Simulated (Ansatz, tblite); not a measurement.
Forces on the cluster TaO3H at its r2SCAN-D4/def2-TZVP geometry. The state is a singlet with charge 0.

In the def2 sets Ta takes a core potential; there is no spin–orbit coupling. The xTB rows come from tblite. The structure holds one bond between oxygen atoms, so isomers without such links may lie far lower. The restricted singlet is unstable towards broken spin symmetry at other levels; at r2SCAN-D4/def2-TZVP this wasn't settled. The geometry of the singlet was relaxed on an unsound state (restricted singlet, unstable towards broken spin symmetry at other levels and untested here). The structure comes from a short search, and lower isomers may exist.

GFN1-xTB (tblite), largest force 3.96 eV/Å:

```xyz
5
positions Å, forces eV/Å
Ta    0.732    0.284    0.415   -1.971    0.057    0.215
O    -1.084    0.433    0.747    2.105    1.512    2.318
O    -0.298    1.123    1.812   -0.577   -2.080   -3.315
O     0.608   -0.709   -1.162    0.359    0.549    0.840
H     0.042   -1.131   -1.811    0.083   -0.038   -0.059
```

GFN2-xTB (tblite), largest force 3.18 eV/Å:

```
Ta -0.499 -0.190 -0.264
O 0.836 1.545 2.434
O -0.819 -1.644 -2.599
O 0.283 0.329 0.500
H 0.198 -0.041 -0.072
```

r2SCAN-D4/def2-TZVP (Ansatz), largest force 0.02 eV/Å:

```
Ta -0.008 -0.009 -0.001
O 0.001 -0.004 -0.002
O 0.003 0.003 -0.003
O 0.013 0.010 0.002
H -0.009 -0.001 0.004
```
